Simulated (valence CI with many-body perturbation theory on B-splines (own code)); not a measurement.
## Xe XLII: calculated level list

Method: valence CI with perturbative core correlation (CI+MBPT): three valence electrons over a frozen Dirac-Fock core [Ne], radial functions for each j: 11 s, 11 p, 9 d, 7 f, 5 g, 2 h, 1 i, with the one-electron correlation potential Σ1, the two-electron term Σ2, the three-electron term Σ3, Breit, model QED; selected CI, second order for the rest (own B-spline code, finite nucleus).

The last digits are not significant, and no measured levels were compared; by estimate large intervals hold to a few tenths of a per cent, small ones and those within an open d or f shell to about a per cent.

Levels 1 to 45 of 69, with energies above the lowest level, (3s^2 3p1/2) J=1/2. "Leading %" is the weight of the configuration and term that name the level; weights of strongly mixed levels are sums over their largest components and can fall short. In the jj column 3d3/2^4 stands for four electrons in 3d with j = 3/2. Lifetimes count E1, E2, E3, M1 and M2 decay at the calculated energies, and are blank where another channel may lead or the interval is too uncertain; long ones can be off by a factor of two.

| No. | Configuration | Term | J | E (eV) | Leading % | Lifetime | Second component | g | Leading jj |
| --- | --- | --- | --- | --- | --- | --- | --- | --- | --- |
| 1 | 3s²3p | ²P° | 1/2 | 0.00 | 99 |  |  | 0.657 | 3s^2 3p1/2 (99 %) |
| 2 | 3s²3p | ²P° | 3/2 | 82.57 | 98 | 377 ns |  | 1.327 | 3s^2 3p3/2 (98 %) |
| 3 | 3s3p² | ⁴P | 1/2 | 101.39 | 66 | 86.4 ps | 24 % 3s3p² ²S | 2.303 | 3s 3p1/2^2 (94 %) |
| 4 | 3s3p² | ⁴P | 3/2 | 166.52 | 93 | 777 ps | 5 % 3s3p² ²D | 1.670 | 3s 3p1/2 3p3/2 (98 %) |
| 5 | 3s3p² | ²D | 5/2 | 177.68 | 51 | 198 ps | 46 % 3s3p² ⁴P | 1.378 | 3s 3p1/2 3p3/2 (95 %) |
| 6 | 3s3p² | ²D | 3/2 | 193.10 | 62 | 10.5 ps | 21 % 3s3p² ²P | 0.929 | 3s 3p1/2 3p3/2 (83 %) |
| 7 | 3s3p² | ²P | 1/2 | 201.26 | 71 | 2.97 ps | 22 % 3s3p² ⁴P | 1.182 | 3s 3p1/2 3p3/2 (92 %) |
| 8 | 3s²3d | ²D | 3/2 | 237.68 | 83 | 2.30 ps | 10 % 3s3p² ²P | 0.846 | 3s^2 3d3/2 (83 %) |
| 9 | 3s²3d | ²D | 5/2 | 243.43 | 58 | 85.7 ps | 30 % 3s3p² ⁴P | 1.314 | 3s^2 3d5/2 (58 %) |
| 10 | 3s²3d | ²D | 5/2 | 268.01 | 38 | 5.19 ps | 37 % 3s3p² ²D | 1.290 | 3s 3p3/2^2 (56 %) |
| 11 | 3s3p² | ²S | 1/2 | 284.33 | 69 | 4.25 ps | 18 % 3s3p² ²P | 1.832 | 3s 3p3/2^2 (96 %) |
| 12 | 3s3p² | ²P | 3/2 | 289.26 | 66 | 2.15 ps | 26 % 3s3p² ²D | 1.197 | 3s 3p3/2^2 (94 %) |
| 13 | 3p³ | ²P° | 3/2 | 296.50 | 35 | 9.48 ps | 25 % 3p³ ²D° | 1.240 | 3p1/2^2 3p3/2 (79 %) |
| 14 | 3s3p3d | ⁴F° | 3/2 | 310.43 | 79 | 32.4 ps | 12 % 3s3p3d ²D° | 0.533 | 3s 3p1/2 3d3/2 (90 %) |
| 15 | 3s3p3d | ⁴F° | 5/2 | 317.98 | 55 | 112 ps | 18 % 3s3p3d ²D° | 1.052 | 3s 3p1/2 3d3/2 (90 %) |
| 16 | 3s3p3d | ⁴D° | 1/2 | 335.43 | 69 | 2.99 ps | 23 % 3s3p3d ²P° | 0.345 | 3s 3p1/2 3d3/2 (94 %) |
| 17 | 3s3p3d | ⁴D° | 3/2 | 336.57 | 47 | 3.04 ps | 26 % 3s3p3d ⁴P° | 1.328 | 3s 3p1/2 3d3/2 (76 %) |
| 18 | 3s3p3d | ⁴P° | 5/2 | 338.16 | 35 | 12.4 ps | 26 % 3s3p3d ⁴D° | 1.330 | 3s 3p1/2 3d5/2 (94 %) |
| 19 | 3s3p3d | ⁴F° | 7/2 | 344.32 | 58 | 20.7 ps | 22 % 3s3p3d ⁴D° | 1.256 | 3s 3p1/2 3d5/2 (91 %) |
| 20 | 3s3p3d | ²F° | 5/2 | 351.50 | 33 | 12.2 ps | 18 % 3s3p3d ⁴P° | 1.127 | 3s 3p1/2 3d5/2 (84 %) |
| 21 | 3s3p3d | ²D° | 3/2 | 352.29 | 36 | 4.99 ps | 29 % 3p³ ⁴S° | 1.254 | 3s 3p1/2 3d5/2 (51 %) |
| 22 | 3p³ | ²D° | 5/2 | 379.06 | 61 | 5.18 ps | 32 % 3s3p3d ²F° | 1.088 | 3p1/2 3p3/2^2 (61 %) |
| 23 | 3p³ | ²D° | 3/2 | 385.08 | 42 | 2.34 ps | 26 % 3p³ ⁴S° | 1.230 | 3p1/2 3p3/2^2 (66 %) |
| 24 | 3p³ | ²P° | 1/2 | 388.60 | 84 | 3.83 ps | 15 % 3s3p3d ²P° | 0.664 | 3p1/2 3p3/2^2 (84 %) |
| 25 | 3s3p3d | ⁴P° | 3/2 | 403.52 | 42 | 3.73 ps | 41 % 3s3p3d ⁴D° | 1.363 | 3s 3p3/2 3d3/2 (97 %) |
| 26 | 3s3p3d | ⁴D° | 5/2 | 403.85 | 54 | 3.01 ps | 16 % 3s3p3d ⁴F° | 1.283 | 3s 3p3/2 3d3/2 (84 %) |
| 27 | 3s3p3d | ⁴P° | 1/2 | 404.30 | 87 | 4.23 ps | 12 % 3s3p3d ⁴D° | 2.336 | 3s 3p3/2 3d3/2 (97 %) |
| 28 | 3s3p3d | ⁴D° | 7/2 | 405.93 | 50 | 4.52 ps | 34 % 3s3p3d ⁴F° | 1.313 | 3s 3p3/2 3d3/2 (69 %) |
| 29 | 3s3p3d | ⁴F° | 9/2 | 407.99 | 100 | 467 ns |  | 1.328 | 3s 3p3/2 3d5/2 (100 %) |
| 30 | 3s3p3d | ²D° | 3/2 | 420.33 | 54 | 3.86 ps | 26 % 3s3p3d ⁴P° | 1.077 | 3s 3p3/2 3d5/2 (60 %) |
| 31 | 3s3p3d | ²D° | 5/2 | 424.34 | 48 | 5.98 ps | 36 % 3s3p3d ⁴P° | 1.332 | 3s 3p3/2 3d5/2 (94 %) |
| 32 | 3s3p3d | ²D° | 3/2 | 431.97 | 45 | 2.56 ps | 18 % 3s3p3d ²P° | 1.143 | 3s 3p3/2 3d3/2 (50 %) |
| 33 | 3s3p3d | ²F° | 7/2 | 433.80 | 87 | 5.78 ps | 11 % 3s3p3d ⁴D° | 1.169 | 3s 3p3/2 3d5/2 (76 %) |
| 34 | 3s3p3d | ²F° | 5/2 | 437.26 | 75 | 1.78 ps | 14 % 3s3p3d ²D° | 0.930 | 3s 3p3/2 3d3/2 (89 %) |
| 35 | 3p²3d | ⁴F | 3/2 | 437.58 | 41 | 12.0 ps | 25 % 3p²3d ²D | 0.752 | 3p1/2^2 3d3/2 (97 %) |
| 36 | 3s3p3d | ²P° | 1/2 | 439.10 | 76 | 1.78 ps | 18 % 3s3p3d ⁴D° | 0.613 | 3s 3p3/2 3d3/2 (76 %) |
| 37 | 3s3p3d | ²F° | 7/2 | 445.03 | 77 | 3.44 ps | 17 % 3s3p3d ⁴D° | 1.190 | 3s 3p3/2 3d5/2 (91 %) |
| 38 | 3s3p3d | ²P° | 1/2 | 452.74 | 84 | 3.27 ps | 12 % 3p³ ²P° | 0.674 | 3s 3p3/2 3d5/2 (74 %) |
| 39 | 3s3p3d | ²P° | 3/2 | 458.49 | 82 | 2.40 ps | 6 % 3s3p3d ²D° | 1.302 | 3s 3p3/2 3d5/2 (94 %) |
| 40 | 3s3p3d | ²D° | 5/2 | 460.30 | 65 | 2.12 ps | 19 % 3s3p3d ²F° | 1.122 | 3s 3p3/2 3d5/2 (87 %) |
| 41 | 3p²3d | ²D | 5/2 | 463.10 | 25 | 8.91 ps | 25 % 3p²3d ⁴F | 1.191 | 3p1/2^2 3d5/2 (92 %) |
| 42 | 3p³ | ²P° | 3/2 | 484.37 | 42 | 1.50 ps | 26 % 3p³ ²D° | 1.203 | 3p3/2^3 (77 %) |
| 43 | 3p²3d | ²F | 5/2 | 503.41 | 55 | 8.28 ps | 34 % 3p²3d ⁴F | 0.926 | 3p1/2 3p3/2 3d3/2 (90 %) |
| 44 | 3p²3d | ⁴F | 3/2 | 508.84 | 38 | 4.33 ps | 31 % 3p²3d ²P | 0.944 | 3p1/2 3p3/2 3d3/2 (96 %) |
| 45 | 3p²3d | ⁴D | 1/2 | 510.77 | 82 | 4.11 ps | 16 % 3p²3d ²P | 0.156 | 3p1/2 3p3/2 3d3/2 (99 %) |

The ionisation energy to 3s² ¹S0 of the next ion comes out as 3069.5 eV (NIST: 3068 ± 4 eV (theoretical)). All 69 levels together are meant to be complete up to 594.65 eV.
